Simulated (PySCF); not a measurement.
A PySCF script (with the pyscf-properties extension) for the NMR shieldings of `C=CP(NC)C1CCC1`, C$_{7}$H$_{14}$NP, on a GFN2-xTB geometry:

```python
import basis_set_exchange as bse
import numpy as np
from pyscf import gto, dft
from pyscf.prop import nmr

atoms = """
C    -1.144735   -2.610375    0.563451
C    -1.136515   -1.434251   -0.041893
P    -1.044216    0.141090    0.872790
N    -1.666045    1.089094   -0.440509
C    -1.711788    2.531509   -0.248664
C     0.768506    0.532798    0.600988
C     1.725731   -0.592725    1.026172
C     2.090464   -0.817340   -0.447802
C     1.294785    0.434855   -0.839397
H    -1.093731   -2.692318    1.637465
H    -1.200006   -3.540434    0.018622
H    -1.216223   -1.352619   -1.120538
H    -2.602459    0.748995   -0.654166
H    -2.382026    2.852734    0.555537
H    -2.039850    2.996898   -1.179275
H    -0.707472    2.885198   -0.022019
H     0.961077    1.489129    1.097215
H     2.558977   -0.245118    1.634999
H     1.259234   -1.442904    1.523462
H     1.671691   -1.736454   -0.853270
H     3.154493   -0.783978   -0.673627
H     1.922258    1.278411   -1.123586
H     0.533097    0.294788   -1.602940
"""
names = dict.fromkeys(["C", "P", "N", "H"], "pcSseg-1")
basis = {el: gto.basis.parse(bse.get_basis(n, elements=[el], fmt="nwchem")) for el, n in names.items()}
mol = gto.M(atom=atoms, basis=basis, charge=0, verbose=0)
mf = dft.RKS(mol, xc="PBE0")
mf.grids.level = 2
mf.grids.alignment = dft.numint.BLKSIZE   # the property module wants whole blocks of grid points
mf.conv_tol = 1e-9
mf.kernel()

calc = nmr.RKS(mf)   # GIAO
C = mf.mo_coeff
Co = C[:, mf.mo_occ > 0]
resp = mf.gen_response(singlet=True, hermi=2)
def vind(x):   # induced exchange potential for any number of trial vectors
    d = np.einsum("pi,xij,qj->xpq", C, 2 * x.reshape(-1, C.shape[1], Co.shape[1]), Co, optimize=True)
    return np.einsum("xpq,pi,qj->xij", resp(d - d.transpose(0, 2, 1)), C, Co, optimize=True).ravel()
mo1, _ = nmr.rhf.solve_mo1(calc, with_cphf=vind)
sigma = calc.kernel(mo1)
for i, s in enumerate(sigma):   # ppm
    print("%2d %-2s %9.2f" % (i, mol.atom_pure_symbol(i), np.trace(s) / 3))
```

**Question.** Give the expected output.

**Answer.** 
```
 0 C      48.66
 1 C      32.53
 2 P     281.13
 3 N     231.26
 4 C     154.02
 5 C     154.55
 6 C     166.93
 7 C     166.74
 8 C     166.53
 9 H      25.41
10 H      25.38
11 H      24.86
12 H      31.80
13 H      29.17
14 H      28.95
15 H      29.64
16 H      29.07
17 H      29.32
18 H      30.08
19 H      30.01
20 H      29.69
21 H      29.65
22 H      29.08
```

These numbers come from an equivalent density-fitted implementation of the same equations, which agrees with the script to about 0.01 ppm for H and up to a few tenths of a ppm for heavy atoms, so last digits may differ.

Size and cost of the density-fitted run: 230 basis functions, 44 s wall time on 1 thread of an Arm Neoverse V2, shared host; peak memory 1.1 GiB.
